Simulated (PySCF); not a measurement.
C2H8N (cation, charge +1), SMILES CC[NH3+] at its CAM-B3LYP/def2-SVP optimised geometry (Å):

```
11

C      1.3353     0.3214     0.0000
C     -0.1763     0.3214     0.0000
N     -0.7189    -0.3575    -1.2381
H      1.6890     0.8216     0.9120
H      1.7484    -0.6986     0.0052
H      1.7484     0.8742    -0.8573
H     -0.5954     1.3367     0.0000
H     -0.5953    -0.2246     0.8559
H     -1.7484    -0.3636    -1.2586
H     -0.3966     0.1129    -2.0964
H     -0.4038    -1.3367    -1.2986
```

Computed with CAM-B3LYP/def2-TZVP run with PySCF.

Map of the HOMO amplitude (bohr^(-3/2)) on the plane z = 1.0 Å; orbital energy -16.70 eV, overall sign arbitrary:

```
|:::::::::::::::::::::::::::|
|:::::::::::::::::::::::::::|
|:::::::::::::::::::::::::::|
|:::::::::::::::::::::::::::|
|:::::::::::::::::::::::::::|
|:::::::::::::::::::::::::::|
|:::::::::::::::::::::::::::|
|::::::::::...:::::---::::::|
|::::::::::...::::----::::::|
|:::::::::::..::::----::::::|
|:::::::::::::::::::::::::::|
|::::::::-------:::..:::::::|
|:::::::--=+++=-:.. ..::::::|
|::::::---=*%#+=:.   ..:::::|
|::::::---+#@%+=:.    ..::::|
|::::::---=+#*+-:.    ..::::|
|:::::::--=====-:..  ...::::|
|:::::::-------::......:::::|
|::::::::------:::....::::::|
|::::::::::--:::::::::::::::|
|:::::::::::::::::::::::::::|
|:::::::::::::::::::::::::::|
|:::::::::::::::::::::::::::|
|:::::::::::::::::::::::::::|
|:::::::::::::::::::::::::::|
|:::::::::::::::::::::::::::|
|:::::::::::::::::::::::::::|
```
Scale: ten equal steps from -0.059 (start of ' ') to 0.158 (end of '@'), in the order ' .:-=+*#%@'; x runs from -4.00 to 4.00, y from -4.00 (bottom) to 4.00 (top).
